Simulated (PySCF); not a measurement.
Molecule: SMILES CCP(=O)(CC)CC, C₆H₁₅OP.

Molfile (atoms numbered from 1):
```
C6H15OP
     RDKit          3D

 23 22  0  0  0  0  0  0  0  0999 V2000
    2.5978    0.6052    0.4574 C   0  0  0  0  0  0  0  0  0  0  0  0
    1.6627   -0.1193   -0.5014 C   0  0  0  0  0  0  0  0  0  0  0  0
    0.0508   -0.4848    0.2769 P   0  0  0  0  0  5  0  0  0  0  0  0
    0.1797   -1.2440    1.5663 O   0  0  0  0  0  0  0  0  0  0  0  0
   -0.8934   -1.3881   -1.0002 C   0  0  0  0  0  0  0  0  0  0  0  0
   -2.2977   -1.7384   -0.5270 C   0  0  0  0  0  0  0  0  0  0  0  0
   -0.7942    1.1217    0.5022 C   0  0  0  0  0  0  0  0  0  0  0  0
   -1.0011    1.9806   -0.7356 C   0  0  0  0  0  0  0  0  0  0  0  0
    2.6331    0.0746    1.4204 H   0  0  0  0  0  0  0  0  0  0  0  0
    2.2624    1.6356    0.6531 H   0  0  0  0  0  0  0  0  0  0  0  0
    3.6193    0.6612    0.0536 H   0  0  0  0  0  0  0  0  0  0  0  0
    1.5137    0.4363   -1.4418 H   0  0  0  0  0  0  0  0  0  0  0  0
    2.0780   -1.1038   -0.7743 H   0  0  0  0  0  0  0  0  0  0  0  0
   -0.8991   -0.8171   -1.9433 H   0  0  0  0  0  0  0  0  0  0  0  0
   -0.3102   -2.3056   -1.1841 H   0  0  0  0  0  0  0  0  0  0  0  0
   -2.9390   -0.8464   -0.4538 H   0  0  0  0  0  0  0  0  0  0  0  0
   -2.7877   -2.4412   -1.2169 H   0  0  0  0  0  0  0  0  0  0  0  0
   -2.2545   -2.2057    0.4681 H   0  0  0  0  0  0  0  0  0  0  0  0
   -0.2058    1.6491    1.2709 H   0  0  0  0  0  0  0  0  0  0  0  0
   -1.7511    0.8730    0.9899 H   0  0  0  0  0  0  0  0  0  0  0  0
   -1.5166    2.9192   -0.4821 H   0  0  0  0  0  0  0  0  0  0  0  0
   -0.0461    2.2533   -1.2106 H   0  0  0  0  0  0  0  0  0  0  0  0
   -1.6139    1.4678   -1.4929 H   0  0  0  0  0  0  0  0  0  0  0  0
  1  2  1  0
  2  3  1  0
  3  4  2  0
  3  5  1  0
  5  6  1  0
  3  7  1  0
  7  8  1  0
  1  9  1  0
  1 10  1  0
  1 11  1  0
  2 12  1  0
  2 13  1  0
  5 14  1  0
  5 15  1  0
  6 16  1  0
  6 17  1  0
  6 18  1  0
  7 19  1  0
  7 20  1  0
  8 21  1  0
  8 22  1  0
  8 23  1  0
M  END
```

Geometry PBE0-D3(BJ)/def2-SVP throughout; GIAO in PySCF 2.14.0 with density-fitted response routines, gas phase, one conformer, non-relativistic; equivalent atoms averaged; functional PBE0.

A run gave: C1/C6/C8 186.6, C2/C5/C7 174.4, P3 347.6, O4 268.3, H9/H10/H11/H16/H17/H18/H21/H22/H23 30.94, H12/H13/H14/H15/H19/H20 30.71 ppm (absolute shieldings σ).

Question: Which basis set was used in that run?
A. STO-3G
B. 6-311+G(2d,p)
C. 6-31G*
D. 6-31G

Answer: C. P3 tells them apart best: 6-31G* gives 347.6, 6-311+G(2d,p) gives 274.8, 6-31G gives 386.2, STO-3G gives 639.6 ppm.
